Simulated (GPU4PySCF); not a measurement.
Co(CO)3(MeCN)(SiMe3) (C8H12CoNO3Si), SMILES [Si](C)([Co](<-[C-]#[O+])(<-[C-]#[O+])(<-[C-]#[O+])<-[N]#CC)(C)C, multiplicity 1. Atoms are numbered in the order given.

```xyz
26

Co    -1.4382     0.5136     0.6425
O     -1.7733    -1.9202     2.1754
C     -1.6392    -0.9836     1.5293
O     -4.2556     1.3354     0.6960
C     -3.1649     1.0154     0.6532
O     -0.3689     2.9305     1.8262
C     -0.7780     1.9906     1.3146
C     -0.7962     0.0007    -3.8485
C     -1.0360     0.1740    -2.4208
N     -1.2122     0.3062    -1.2982
H     -0.0033    -0.7337    -3.9977
H     -0.4933     0.9516    -4.2890
H     -1.7070    -0.3489    -4.3362
Si     0.7845    -0.1183     0.8143
C      1.0425    -1.8228     0.0490
C      1.4187    -0.1770     2.5813
C      1.8820     1.0701    -0.1551
H      2.1113    -2.0592     0.0223
H      0.5391    -2.6031     0.6243
H      0.6628    -1.8643    -0.9751
H      0.8505    -0.8921     3.1815
H      1.3407     0.8018     3.0613
H      2.4704    -0.4799     2.5996
H      1.8924     2.0656     0.2944
H      1.5467     1.1731    -1.1902
H      2.9108     0.6958    -0.1699
```

Geometry: ωB97X-D3(BJ)/def2-TZVP. The multiplicity is an assumed one; no other spin state was optimised. The isomer is the one that the SMILES or the coordinates give; other isomers of the formula were not compared. One conformer was computed; it need not be the lowest.

Two levels are set side by side: PBE-D3(BJ)/def2-TZVP (GPU4PySCF) and ωB97X-D3(BJ)/def2-TZVP (GPU4PySCF). Each level has its own optimised geometry; the coordinates shown are those of the second. Frequencies come from the Hessian of GPU4PySCF at each geometry. Differences are taken from unrounded values.

| quantity | ωB97X-D3(BJ) |
|---|---|
| mean bond length (Å) | 1.375 |
| bond Co1–C3 (Å) | 1.752 |
| bond Co1–C5 (Å) | 1.798 |
| bond Co1–C7 (Å) | 1.752 |
| bond Co1–N10 (Å) | 1.965 |
| bond Co1–Si14 (Å) | 2.317 |
| bond O2–C3 (Å) | 1.146 |
| bond O4–C5 (Å) | 1.138 |
| bond O6–C7 (Å) | 1.146 |
| bond C8–C9 (Å) | 1.458 |
| bond C9–N10 (Å) | 1.144 |
| bond Si14–C15 (Å) | 1.886 |
| bond Si14–C16 (Å) | 1.878 |
| bond Si14–C17 (Å) | 1.886 |
| bond C8–H11 (Å) | 1.091 |
| bond C8–H12 (Å) | 1.091 |
| bond C8–H13 (Å) | 1.091 |
| highest harmonic wavenumber (cm⁻¹) | 3172 |
| mean harmonic wavenumber (cm⁻¹) | 1136 |
| zero-point energy (kcal/mol) | 116.94 |

### Question
What does PBE-D3(BJ) give, and how far is it from ωB97X-D3(BJ)? (An estimate is asked for; the answer gives what the named calculation found.)

### Answer

| quantity | PBE-D3(BJ) | PBE-D3(BJ) minus ωB97X-D3(BJ) |
|---|---|---|
| mean bond length (Å) | 1.383 | 0.008 |
| bond Co1–C3 (Å) | 1.760 | 0.008 |
| bond Co1–C5 (Å) | 1.788 | -0.010 |
| bond Co1–C7 (Å) | 1.760 | 0.008 |
| bond Co1–N10 (Å) | 1.917 | -0.048 |
| bond Co1–Si14 (Å) | 2.386 | 0.069 |
| bond O2–C3 (Å) | 1.162 | 0.016 |
| bond O4–C5 (Å) | 1.155 | 0.018 |
| bond O6–C7 (Å) | 1.162 | 0.016 |
| bond C8–C9 (Å) | 1.448 | -0.010 |
| bond C9–N10 (Å) | 1.163 | 0.019 |
| bond Si14–C15 (Å) | 1.892 | 0.006 |
| bond Si14–C16 (Å) | 1.885 | 0.007 |
| bond Si14–C17 (Å) | 1.892 | 0.006 |
| bond C8–H11 (Å) | 1.100 | 0.009 |
| bond C8–H12 (Å) | 1.100 | 0.009 |
| bond C8–H13 (Å) | 1.099 | 0.009 |
| highest harmonic wavenumber (cm⁻¹) | 3063 | -109 |
| mean harmonic wavenumber (cm⁻¹) | 1092 | -44 |
| zero-point energy (kcal/mol) | 112.43 | -4.51 |

GGA bonds tend to be longer and softer than those of functionals with exact exchange. Differences between two approximate levels are no errors against the true value.
